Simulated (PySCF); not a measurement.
Zr+: interval between two levels

Zr+ [Kr] 4d2 5s1 [4F9/2, M_J = 9/2] → Zr+ [Kr] 4d1 5s1 6s1 [4D7/2, M_J = 7/2], as a difference of total energies. Computed with PySCF 2.14 in x2c-TZVPall-2c with one added diffuse shell each of s, p, d type (9s10p8d1f, 86 functions), with the two-component X2C-1e Hamiltonian. Correlated levels: [Ar] 3d10 frozen; the 6 highest virtual spinors dropped. "Screened" scales the spin-orbit matrix elements by Boettger's factors to mimic the two-electron term; Breit and QED terms are absent.

| method | interval between two levels (cm⁻¹) |
| --- | --- |
| GHF (spin-free) | 71072 |
| GMP2 (spin-free) | 72393 |
| GHF (screened spin-orbit) | 70976 |
| GMP2 (screened spin-orbit) | 72281 |

The labels give the starting determinants; with spin-orbit coupling the two ends relaxed to ⟨J²⟩ = 24.76, ⟨L²⟩ = 12.02, ⟨S²⟩ = 3.76 and ⟨J²⟩ = 15.77, ⟨L²⟩ = 6.02, ⟨S²⟩ = 3.76.

The promoted electron is Rydberg-like, and one or two diffuse shells describe it only roughly, which tends to raise the upper state.
